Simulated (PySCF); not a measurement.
C₉H₁₂, SMILES C(C)(c1ccccc1)C, singlet at its GFN2-xTB optimised geometry (Å):

```
21

C      1.3870     0.1300     0.0000
C     -0.1432     0.1300     0.0000
C     -0.6859     1.5607     0.0000
C     -0.6798    -0.6480     1.1768
C     -1.4568    -1.7813     0.9754
C     -1.9550    -2.5029     2.0462
C     -1.6821    -2.0995     3.3411
C     -0.9084    -0.9716     3.5552
C     -0.4126    -0.2535     2.4825
H      1.7636     0.6394    -0.8846
H      1.7738     0.6392     0.8793
H      1.7657    -0.8899     0.0003
H     -0.4834    -0.3628    -0.9179
H     -1.7738     1.5530     0.0033
H     -0.3457     2.0925    -0.8861
H     -0.3447     2.1040     0.8776
H     -1.6753    -2.1040    -0.0333
H     -2.5576    -3.3820     1.8682
H     -2.0696    -2.6603     4.1790
H     -0.6905    -0.6497     4.5636
H      0.1894     0.6240     2.6682
```

Level of theory: B3LYP/def2-SVP in PySCF. Cells within 0.4 Å of a nucleus heavier than hydrogen are left out (blank, or x).

Map of the electrostatic potential (hartree/e), clipped to [-0.08, 0.12] on the plane z = 0.0 Å:

```
|000000000000000000000000000|
|000000000000000000000000000|
|000000000000000000000000000|
|000000000000000000000000000|
|000000000011100000000000000|
|000000001134321000000000000|
|000001123699962110000000000|
|000012499999995211000000000|
|0000129999xxx99321110000000|
|0000129999xxx99444311000000|
|000001599999999999952000000|
|000001134799999999994100000|
|000000012599xx999x997100000|
|000000002599xx99xxx98100000|
|000000002499999999996100000|
|000000012489999999998100000|
|000000024677764479999200000|
|000000269985322139995100000|
|000001499994210013542100000|
|000001699994100001111000000|
|000011599982000000000000000|
|000011369731000000000000000|
|000011122210000000000000000|
|000111111100000000000000000|
|000111110000000000000000000|
|000111100000000000000000000|
|000011000000000000000000000|
```
Scale: ten equal steps from -0.009 (start of '0') to 0.120 (end of '9'), in the order '0123456789'; x runs from -4.50 to 4.50, y from -4.50 (bottom) to 4.50 (top).
